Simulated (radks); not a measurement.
The technetium ion Tc+, configuration [Kr] 4d5 7s1 (not the ground configuration).

Calculated with a radial shooting solver on a logarithmic mesh with Libxc functionals: Dirac Kohn-Sham, PBEsol, spin-unpolarised, spherical densities, point nucleus; open shells fill j = l - 1/2 first.

Energy parts (eV):
part                       energy
total                 -116555.315
kinetic                121065.859
electron-nucleus      -281182.044
Hartree                 46985.739
exchange-correlation    -3424.868

Orbitals (lengths in bohr, moments of r in powers of bohr; <r^-3> diverges for s and p1/2):
| orbital | occ. | eigenvalue (eV) | <r^-3> | <r> |
|---|---|---|---|---|
| 1s1/2 | 2 | -20858.86 | - | 0.03429 |
| 2s1/2 | 2 | -2986.787 | - | 0.1493 |
| 2p1/2 | 2 | -2755.684 | - | 0.1271 |
| 2p3/2 | 4 | -2637.539 | 2592 | 0.1318 |
| 3s1/2 | 2 | -530.9435 | - | 0.4155 |
| 3p1/2 | 2 | -442.1445 | - | 0.4093 |
| 3p3/2 | 4 | -422.3826 | 439.5 | 0.4199 |
| 3d3/2 | 4 | -265.1546 | 64.94 | 0.3971 |
| 3d5/2 | 6 | -261.3546 | 61.76 | 0.4006 |
| 4s1/2 | 2 | -86.5764 | - | 1.058 |
| 4p1/2 | 2 | -60.6298 | - | 1.152 |
| 4p3/2 | 4 | -57.6732 | 65.83 | 1.182 |
| 4d3/2 | 4 | -19.8176 | 5.409 | 1.613 |
| 4d5/2 | 1 | -19.5103 | 5.104 | 1.629 |
| 7s1/2 | 1 | -2.8611 | - | 11.79 |

The highest occupied level is 7s1/2 at -2.861 eV. Summed over all electrons, <r^2> = 185.3 bohr^2, which gives a Langevin (diamagnetic) susceptibility term of -147 x 10^-6 cm^3/mol. The density falls to 0.001 e/bohr^3 at r = 3.56 bohr.
